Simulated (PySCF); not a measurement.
## Neon: a sound run and one with changed settings

Sound run: Ne⁺ [He] 2s2 2p5, Ne²⁺ [He] 2s2 2p4. Computed with PySCF 2.14 in x2c-SVPall (3s2p1d, 14 functions), with the spin-free X2C one-electron Hamiltonian (Gaussian nucleus). The sound run starts from symmetry-adapted Hartree-Fock orbitals and uses a fine grid where one is needed.

Changed run: radial step 0.5 in ln r (0.13 in the sound run). This setting is unsound on purpose.

| species | method | sound run (hartree) | changed run (hartree) | converged |
| --- | --- | --- | --- | --- |
| Ne⁺ | UHF | -127.78475 | -127.78475 | yes |
| Ne⁺ | M06-2X | -128.12409 | -128.16271 | yes |
| Ne⁺ | PBE0 | -128.05379 | -128.06225 | yes |
| Ne²⁺ | UHF | -126.33219 | -126.33219 | yes |
| Ne²⁺ | M06-2X | -126.60538 | -126.63318 | yes |
| Ne²⁺ | PBE0 | -126.53836 | -126.54766 | yes |

Ionisation energy of Ne⁺:

```json
{"method": "UHF", "sound run (eV)": "39.526", "changed run (eV)": "39.526"}
{"method": "M06-2X", "sound run (eV)": "41.326", "changed run (eV)": "41.621"}
{"method": "PBE0", "sound run (eV)": "41.237", "changed run (eV)": "41.214"}
```

A coarse radial grid mis-integrates the density and the exchange-correlation energy, with errors of either sign; Hartree-Fock needs no grid.

For comparison, NIST gives 40.963 eV between the lowest levels.
